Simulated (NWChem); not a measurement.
The numbers come from NWChem runs, not from measurements. System: diantimony (Sb2), charge 0, spin multiplicity 1, at a geometry optimised with PBE/def2-SVP with def2 effective core potentials on Sb. Level: PBE/x2c-SVPall-2c, scalar ZORA.

The NWChem input:

```
start mol
memory heap 200 mb stack 800 mb global 1000 mb
geometry units angstroms nocenter noautoz noautosym
  Sb     0.000000     0.000000     1.258040
  Sb     0.000000     0.000000    -1.258040
end
basis spherical
  * library x2c-svpall-2c
end
relativistic
  zora on
end
dft
  xc xpbe96 cpbe96
  semidirect memsize 60000000 filesize 0
  iterations 100
  grid fine
end
task dft energy
```

Part of the output:

```
             Northwest Computational Chemistry Package (NWChem) 7.3.0
             --------------------------------------------------------

                                NWChem Input Module
                                -------------------

 Scaling coordinates for geometry "geometry" by  1.889725989
 (inverse scale =  0.529177249)

                             Geometry "geometry" -> ""
                             -------------------------

 Output coordinates in angstroms (scale by  1.889725989 to convert to a.u.)

  No.       Tag          Charge          X              Y              Z
 ---- ---------------- ---------- -------------- -------------- --------------
    1 Sb                  51.0000     0.00000000     0.00000000     1.25804000
    2 Sb                  51.0000     0.00000000     0.00000000    -1.25804000

 Effective nuclear repulsion energy (a.u.)     547.0374648851

            Nuclear Dipole moment (a.u.)
            ----------------------------
        X                 Y               Z
 ---------------- ---------------- ----------------
     0.0000000000     0.0000000000     0.0000000000


 Summary of "ao basis" -> "" (spherical)
 ------------------------------------------------------------------------------
       Tag                 Description            Shells   Functions and Types
 ---------------- ------------------------------  ------  ---------------------
 *                       x2c-svpall-2c                on all atoms

  pbe96 is a nonlocal functional; adding pw91lda local functional.

                                 NWChem DFT Module
                                 -----------------

 Summary of "ao basis" -> "ao basis" (spherical)
 ------------------------------------------------------------------------------
       Tag                 Description            Shells   Functions and Types
 ---------------- ------------------------------  ------  ---------------------
 Sb                      x2c-svpall-2c              18       50   6s8p4d

 Summary of "ao basis" -> "ao basis" (spherical)
 ------------------------------------------------------------------------------
[...]
 Vector   51  Occ=2.000000D+00  E=-2.064946D-01
              MO Center=  2.8D-07,  2.8D-07,  5.1D-07, r^2= 3.7D+00
   Bfn.  Coefficient  Atom+Function         Bfn.  Coefficient  Atom+Function
  ----- ------------  ---------------      ----- ------------  ---------------
    22      0.320078  1 Sb px                23      0.320361  1 Sb py
    72      0.320078  2 Sb px                73      0.320361  2 Sb py
    13     -0.198732  1 Sb px                14     -0.198908  1 Sb py
    63     -0.198732  2 Sb px                64     -0.198908  2 Sb py
    19      0.188037  1 Sb px                20      0.188204  1 Sb py

 Vector   52  Occ=0.000000D+00  E=-1.226804D-01
              MO Center=  6.1D-09,  1.2D-08, -4.7D-07, r^2= 4.6D+00
   Bfn.  Coefficient  Atom+Function         Bfn.  Coefficient  Atom+Function
  ----- ------------  ---------------      ----- ------------  ---------------
    22      0.430361  1 Sb px                23     -0.429993  1 Sb py
    72     -0.430361  2 Sb px                73      0.429994  2 Sb py
    13     -0.212031  1 Sb px                14      0.211850  1 Sb py
    63      0.212031  2 Sb px                64     -0.211850  2 Sb py
    19      0.202020  1 Sb px                20     -0.201848  1 Sb py

 Vector   53  Occ=0.000000D+00  E=-1.226804D-01
              MO Center=  2.1D-07,  2.1D-07, -4.6D-07, r^2= 4.6D+00
   Bfn.  Coefficient  Atom+Function         Bfn.  Coefficient  Atom+Function
  ----- ------------  ---------------      ----- ------------  ---------------
    22      0.429994  1 Sb px                23      0.430361  1 Sb py
    72     -0.429994  2 Sb px                73     -0.430361  2 Sb py
    13     -0.211850  1 Sb px                14     -0.212030  1 Sb py
    63      0.211850  2 Sb px                64      0.212031  2 Sb py
    19      0.201848  1 Sb px                20      0.202020  1 Sb py

 Vector   54  Occ=0.000000D+00  E=-9.539592D-04
              MO Center= -2.1D-08, -2.5D-08, -1.5D-07, r^2= 5.7D+00
   Bfn.  Coefficient  Atom+Function         Bfn.  Coefficient  Atom+Function
  ----- ------------  ---------------      ----- ------------  ---------------
    24      0.984597  1 Sb pz                74      0.984597  2 Sb pz
     5     -0.464416  1 Sb s                 55      0.464415  2 Sb s
     6     -0.288211  1 Sb s                 56      0.288211  2 Sb s
    15     -0.254368  1 Sb pz                65     -0.254368  2 Sb pz
     4      0.249743  1 Sb s                 54     -0.249743  2 Sb s

 center of mass
 --------------
 x =   0.00000000 y =   0.00000000 z =   0.00000000

 moments of inertia (a.u.)
 ------------------
        1366.647521296964           0.000000000000           0.000000000000
           0.000000000000        1366.647521296964           0.000000000000
           0.000000000000           0.000000000000           0.000000000000

     Multipole analysis of the density
     ---------------------------------

     L   x y z        total         alpha         beta         nuclear
     -   - - -        -----         -----         ----         -------
     0   0 0 0     -0.000000    -51.000000    -51.000000    102.000000

     1   1 0 0      0.000000      0.000000      0.000000      0.000000
     1   0 1 0      0.000000      0.000000      0.000000      0.000000
     1   0 0 1     -0.000005     -0.000003     -0.000003      0.000000

     2   2 0 0    -39.428378    -19.714189    -19.714189      0.000000
     2   1 1 0     -0.000000     -0.000000     -0.000000      0.000000
     2   1 0 1      0.000001      0.000001      0.000001      0.000000
     2   0 2 0    -39.428378    -19.714189    -19.714189      0.000000
     2   0 1 1      0.000001      0.000001      0.000001      0.000000
     2   0 0 2    -37.902038   -307.192677   -307.192677    576.483316

 Task  times  cpu:       16.8s     wall:       16.8s

 Total times  cpu:       16.8s     wall:       16.8s
```
